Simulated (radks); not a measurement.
H I, configuration 1s1. Calculated with a radial shooting solver on a logarithmic mesh with Libxc functionals: Dirac Kohn-Sham, LDA (Slater exchange, Perdew-Wang correlation), spin-unpolarised, spherical densities, point nucleus.

Normalised radial functions P(r) = r R(r) (large component), r in bohr:

```
   r/bohr * 1s1/2 (the largest magnitude, 0.693, reaches the edge; | marks zero)
  0.08006 |          *
  0.09395 |            *
   0.1094 |             *
   0.1273 |               *
   0.1494 |                  *
    0.174 |                    *
   0.2041 |                       *
   0.2376 |                           *
   0.2767 |                              *
   0.3247 |                                 *
    0.378 |                                     *
   0.4435 |                                         *
   0.5163 |                                            *
   0.6011 |                                                *
   0.7054 |                                                   *
   0.8212 |                                                     *
   0.9637 |                                                      *
    1.122 |                                                      *
    1.306 |                                                     *
    1.533 |                                                  *
    1.784 |                                              *
    2.094 |                                         *
    2.438 |                                   *
    2.838 |                             *
     3.33 |                      *
    3.877 |                *
     4.55 |          *
    5.296 |      *
    6.166 |   *
```

1s1/2: eigenvalue -6.353 eV, 0 radial nodes, <r> = 1.67 bohr, 90 % of the charge inside 3.02 bohr.
